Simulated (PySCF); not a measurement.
Species: C2H2BrCl.
Atom-mapped SMILES: `[Cl:1]/[CH:2]=[CH:3]/[Br:4]` (hydrogens: H5 on C2; H6 on C3)

Computed with EOM-IP-CCSD/aug-cc-pVDZ in PySCF, restricted Hartree–Fock reference, frozen core, non-relativistic, gas phase, PBE0-D3(BJ)/def2-SVP geometry.

Hartree–Fock orbital energies give these Koopmans values (eV): HOMO 9.83, HOMO-1 11.72, HOMO-2 12.78, HOMO-3 12.80, HOMO-4 14.36, HOMO-5 14.65, HOMO-6 17.34, HOMO-7 17.76.

**Question.** What vertical ionisation energies does EOM-IP-CCSD give?

**Answer.** 
| leading hole (HF orbital) | Koopmans (eV) | EOM-IP-CCSD (eV) | change (eV) | one-hole share |
| --- | --- | --- | --- | --- |
| HOMO | 9.83 | 9.49 | -0.34 | 0.96 |
| HOMO-1 | 11.72 | 11.03 | -0.69 | 0.96 |
| HOMO-3 | 12.80 | 11.82 | -0.98 | 0.95 |
| HOMO-2 | 12.78 | 11.97 | -0.81 | 0.95 |
| HOMO-4 | 14.36 | 13.54 | -0.82 | 0.96 |
| HOMO-5 | 14.65 | 13.59 | -1.06 | 0.93 |
| HOMO-7 | 17.76 | 15.97 | -1.79 | 0.94 |
| HOMO-6 | 17.34 | 16.16 | -1.18 | 0.94 |

**Question.** Does the order of the lines follow the orbital energies?

**Answer.** No: the HOMO-3 hole (11.82 eV) falls below the HOMO-2 hole (11.97 eV); the HOMO-7 hole (15.97 eV) falls below the HOMO-6 hole (16.16 eV). The corrections run from -1.79 to -0.34 eV, with a mean of -0.96 eV over the 8 lines; no line lies above its Koopmans value. Koopmans values leave out both the relaxation of the orbitals and the change in correlation energy.

**Question.** At what kinetic energies would He I light (21.22 eV) eject these electrons?

**Answer.** 11.73 eV (HOMO), 10.19 eV (HOMO-1), 9.40 eV (HOMO-3), 9.25 eV (HOMO-2), 7.68 eV (HOMO-4), 7.63 eV (HOMO-5), 5.25 eV (HOMO-7), 5.06 eV (HOMO-6).

**Question.** What total energy has the lowest final state, and which wavelength reaches it?

**Answer.** E(CCSD) + ionisation energy = -3109.36609 + 0.34881 = -3109.01728 Eh, at the geometry of the initial state. The threshold wavelength is 1239.84 eV nm/9.49 eV = 130.6 nm.

Lines less than 0.15 eV apart could change places at a higher level. One root was sought for each valence orbital with −ε under 21 eV, eight at most, so deeper holes and satellites are missing; no vibrational structure.
